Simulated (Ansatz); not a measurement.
Reaction (redistribution): `C[BH][GeH2][SiH3]` + `CCOB(Cl)Cl` → `[SiH3][GeH2][B](Cl)Cl` + `CBOCC`

Isolated molecules relaxed with PBE0-D4/def2-TZVP in Ansatz; ΔE leaves out vibrations. CCSD(T)/CBS adds triple-zeta CCSD(T) − MP2 to the extrapolated MP2 energy (def2 sets, frozen cores). For Ge outer-core shells are correlated without core-valence functions, which leaves a few kJ/mol of doubt a bond. Scalar relativity is left out up to krypton. One conformer a species, not always the lowest.

```
             level  ΔE (kJ/mol)
CCSD(T)/def2-TZVPP        -17.3
    MP2/def2-QZVPP        -17.7
```

Task: What does CCSD(T)/CBS give? (An estimate is asked.)

Result: The calculation gave: -17.6 kJ/mol. The listed levels differ from it by 0.3, -0.1 kJ/mol.

Largest T1 diagnostic among the species: 0.013.

From PBE to PBE0 (25 % exact exchange), in def2-TZVPP and without D4, ΔE moves by +3.5 kJ/mol. In def2-TZVPP, CCSD(T) changes the Hartree–Fock value by −6.2 kJ/mol (the triples alone add −1.7 kJ/mol) and MP2 by −6.4 kJ/mol.
